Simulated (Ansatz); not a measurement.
CH₄ClNSi, SMILES `N=C([SiH3])Cl`, relaxed with RKS PBE0-D4/def2-TZVP in Ansatz 0.2.0 from a PBE-D4/def2-SVP geometry. The force threshold is 0.005 eV/Å; the program also tests the step.

The species carries charge 0 and has multiplicity 1.

Start:

```xyz
8

N     0.483    1.158   -1.271
C     0.582    0.287   -0.362
Si   -0.888   -0.467    0.596
Cl    2.163   -0.424    0.197
H     1.390    1.443   -1.682
H    -0.662   -0.231    2.061
H    -0.907   -1.943    0.323
H    -2.161    0.178    0.138
```

| step | energy (eV) | largest force (eV/Å) | largest move (Å) |
| --- | --- | --- | --- |
| 1 | -22983.0225 | 0.968 | 0.000 |
| 2 | -22983.0584 | 0.237 | 0.033 |
| 3 | -22983.0624 | 0.123 | 0.013 |
| 4 | -22983.0627 | 0.134 | 0.015 |
| 5 | -22983.0633 | 0.015 | 0.008 |
| 6 | -22983.0634 | 0.018 | 0.006 |
| 7 | -22983.0634 | 0.001 | 0.003 |

End:

```xyz
8

N     0.479    1.148   -1.234
C     0.581    0.271   -0.353
Si   -0.884   -0.467    0.593
Cl    2.146   -0.426    0.152
H     1.368    1.435   -1.645
H    -0.667   -0.207    2.036
H    -0.895   -1.927    0.340
H    -2.128    0.173    0.111
```

Hardware: 4 threads of a server CPU on a shared host. Wall time 15 s, peak host memory 0.41 GiB.
